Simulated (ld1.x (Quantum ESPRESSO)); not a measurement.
## Sn (Z = 50), TM: configuration errors across variants

* Element: tin
* Generator: ld1.x (Quantum ESPRESSO) 7.5
* Type: norm-conserving Troullier–Martins (Kleinman–Bylander form)
* Functional: PBE
* Relativity: scalar-relativistic
* Frozen core: [Kr]
* Valence charge: 14
* Reference configuration: 4d10 5s2 5p1 (charge +1)
* Partial waves: 5p (bound): rc 1.95 bohr; 4d (bound): rc 1.65 bohr; 5s (bound): rc 1.70 bohr
* Local potential: the s channel
* Core correction: none

All-electron excitation energies from the reference (eV): (1) 4d10 5s2 5p2 -6.875; (2) 4d10 5s2 5p0 13.952; (3) 4d10 5s1 5p0 44.924; (4) 4d10 5s2 5p1.5 -4.259; (5) 4d10 5s2 5p2.3 -7.724; (6) 4d10 5s1 5p2 7.649; (7) 4d10 5s0 5p0 86.049.

A true bound ghost makes a file unfit for plane-wave use even where its test errors are small: the radial tests pick states by their node count and pass the ghost by.

The file “all radii scaled by about 0.74 (s 1.26, p 1.46, d 1.22 bohr)” misses its own reference levels by 0.8 eV.

Errors AE − PS in meV (a dash: test not solved or not reliable):

```csv
change,(1),(2),(3),(4),(5),(6),(7),bound ghosts
base,+3.4,+1.5,+31,+1.5,+4.4,+0.7,+117,none
"all radii scaled by about 0.74 (s 1.26, p 1.46, d 1.22 bohr)",+79,-140,+351,+47,+92,+89,+415,p
"all radii scaled by about 0.88 (s 1.50, p 1.72, d 1.46 bohr)",+3.5,+4.1,+48,+1.6,+4.5,+0.3,+127,p
"all radii scaled by about 1.08 (s 1.82, p 2.10, d 1.78 bohr)",+3.2,+1.0,+29,+1.5,+4.2,-0.3,+113,none
"all radii scaled by about 1.17 (s 1.98, p 2.28, d 1.92 bohr)",+3.2,+0.8,+27,+1.4,+4.1,-0.9,+107,none
"all radii scaled by about 1.27 (s 2.16, p 2.48, d 2.10 bohr)",+3.2,+0.7,+24,+1.5,+4.2,-1.2,+87,none
```

**Question.** Give the same row for: all radii scaled by about 1.37 (s 2.34, p 2.68, d 2.26 bohr).

**Answer.** +3.4, +0.3, +16, +1.5, +4.4, -1.7, +35; bound ghosts: none.
